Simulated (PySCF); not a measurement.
# Working out the ionisation energy of Si⁺

Si⁺ [Ne] 3s2 3p1 (2P) → Si²⁺ [Ne] 3s2 (1S). Computed with PySCF 2.14 in Sapporo-DZP-2012, with the spin-free X2C one-electron Hamiltonian (Gaussian nucleus). Frozen: [Ne]. Energies in hartree (1 hartree = 27.21139 eV):

```
            part  Si⁺ (lower)  Si²⁺ (upper)
             UHF  -289.090334   -288.508466
CCSD correlation    -0.052949     -0.040318
             (T)    -0.000654      0.000000
```

Question: What does Hartree-Fock give?

Answer: (-288.508466) − (-289.090334) = 0.581868 hartree = 15.833 eV.

Question: What do CCSD and CCSD(T) give?

Answer: The CCSD correlation energies differ by 0.012631 hartree = 0.344 eV and the triples by 0.000654 hartree = 0.018 eV, so CCSD gives 16.177 eV and CCSD(T) 16.195 eV.

Measured between the centres of the two terms (NIST): 16.322 eV, so CCSD(T) (valence) is off by -0.127 eV.

A double-zeta basis recovers only part of the correlation energy.

What remains against the reference includes basis incompleteness, the frozen core and higher excitations.
